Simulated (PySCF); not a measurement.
Energy of Pm (promethium, neutral) between two integer charges

The 6s beta orbital of [Xe] 4f5 6s2 is emptied in steps (occupation f), with all orbitals relaxed, ending at [Xe] 4f5 6s1. All numbers are calculated (PySCF 2.14, a scalar-relativistic core potential, in def2-SVP with the def2 core potential (28 electrons)). The exact energy is a straight line in f; departures are measured from the line between the end points of the same method.

```csv
f,BHandHLYP (eV),TPSS (eV)
1,0.000,0.000
0.9,-0.103,-0.183
0.7,-0.244,-0.434
0.5,-0.296,-0.530
0.3,-0.254,-0.464
0.1,-0.111,-0.209
0,0.000,0.000
```

```csv
method,E(f=0) − E(f=1) (eV),−ε at f=1 (eV),−ε at f=0.5 (eV)
BHandHLYP,5.416,4.280,5.388
TPSS,5.395,3.376,5.309
```

Orbital energy along the path (eV):

| f | BHandHLYP | TPSS |
| --- | --- | --- |
| 1 | -4.280 | -3.376 |
| 0.9 | -4.493 | -3.757 |
| 0.7 | -4.930 | -4.525 |
| 0.5 | -5.388 | -5.309 |
| 0.3 | -5.873 | -6.159 |
| 0.1 | -6.395 | -7.231 |
| 0 | -6.644 | -7.508 |

Reference removal energy between the ground levels: 5.582 eV (measured; NIST Atomic Spectra Database, ionization energies). The calculation has no spin-orbit coupling.
